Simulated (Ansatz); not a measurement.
C4H11NSi: where a starting geometry ends

The starting geometry of this gas-phase singlet was optimised with GFN2-xTB; its bonds are those of `N[C@@H]1CC[C@H]1[SiH3]`.

```xyz
17

C     0.3855   -0.3162   -1.9873
C     0.9085   -0.8463   -0.6429
C    -0.5208   -0.8264   -0.0867
C    -1.0692   -0.6132   -1.5121
N     0.9021   -0.9741   -3.1577
Si   -2.3811    0.7248   -1.7811
H     0.4724   -0.6053   -3.9986
H     0.7154   -1.9711   -3.1175
H     0.5684    0.7551   -2.1044
H     1.3135   -1.8523   -0.7396
H     1.6383   -0.2210   -0.1333
H    -0.8501   -1.7318    0.4207
H    -0.7019    0.0246    0.5680
H    -1.3969   -1.5688   -1.9331
H    -3.6471    0.3114   -1.1740
H    -2.5630    0.9252   -3.2219
H    -1.9159    1.9702   -1.1677
```

Question: Predict what becomes of its bonds when it is optimised with PBE-D3(BJ)/def2-SVP.

Answer: It keeps its bonds, and is `N[C@@H]1CC[C@H]1[SiH3]`.

The energy falls by 0.16 eV over 10 steps:

| step | E − E(last) (eV) |
| --- | --- |
| 1 | 0.158 |
| 2 | 0.033 |
| 3 | 0.016 |
| 4 | 0.012 |
| 5 | 0.006 |
| 6 | 0.003 |
| 7 | 0.001 |
| 8 | 0.000 |
| 9 | 0.000 |
| 10 | 0.000 |

Final geometry (Å):

| atom | x (Å) | y (Å) | z (Å) |
| --- | --- | --- | --- |
| C | 0.4099 | -0.3340 | -1.9539 |
| C | 0.9220 | -0.9672 | -0.6378 |
| C | -0.4780 | -0.7433 | -0.0143 |
| C | -1.0647 | -0.6176 | -1.4519 |
| N | 0.9313 | -0.8530 | -3.1915 |
| Si | -2.4250 | 0.6370 | -1.8369 |
| H | 0.5310 | -0.3588 | -3.9986 |
| H | 0.6785 | -1.8443 | -3.2988 |
| H | 0.5975 | 0.7630 | -1.9362 |
| H | 1.1261 | -2.0481 | -0.7917 |
| H | 1.8072 | -0.5100 | -0.1514 |
| H | -0.8904 | -1.5420 | 0.6326 |
| H | -0.5322 | 0.2151 | 0.5428 |
| H | -1.3662 | -1.6223 | -1.8244 |
| H | -3.7513 | 0.2621 | -1.2272 |
| H | -2.6153 | 0.7600 | -3.3290 |
| H | -2.0222 | 1.9879 | -1.3012 |

No frequencies were run, so the end isn't proven a minimum. Run with Ansatz 0.2.0, 57 s on 2 threads of AMD EPYC (Zen 3), on a shared host.
